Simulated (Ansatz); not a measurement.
Basis-set extrapolation for C₃H₈OSi (`C[SiH2]CC=O`) (PBE0-D4/def2-TZVP geometry, frozen core, the Gaussian-basis code of Ansatz). Multiplicity 1, RHF reference.

```json
{"": "HF", "def2-TZVPP": "-482.150298", "def2-QZVPP": "-482.168169"}
{"": "MP2 correlation", "def2-TZVPP": "-0.864020", "def2-QZVPP": "-0.923777"}
{"": "CCSD(T) correlation", "def2-TZVPP": "-0.949077", "def2-QZVPP": "not run"}
```

Energies in hartree. Use E(X) = E(∞) + A·exp(−7.88·√X) for Hartree–Fock and E(X) = E(∞) + B·X^(−2.97) for correlation, with X = 3 and 4, and add CCSD(T) minus MP2 of the smaller set to the MP2 limit.

**Question.** What is the CCSD(T) energy at the basis-set limit?

**Answer.** HF limit: -482.168169 + (-0.017871) × 0.13774 = -482.17063. MP2 limit: -0.923777 + (-0.059757) × 0.74074 = -0.96804. Higher-order term: -0.949077 − (-0.864020) = -0.08506. Total: -483.22373 hartree, 326.5 kJ/mol below CCSD(T)/def2-TZVPP.
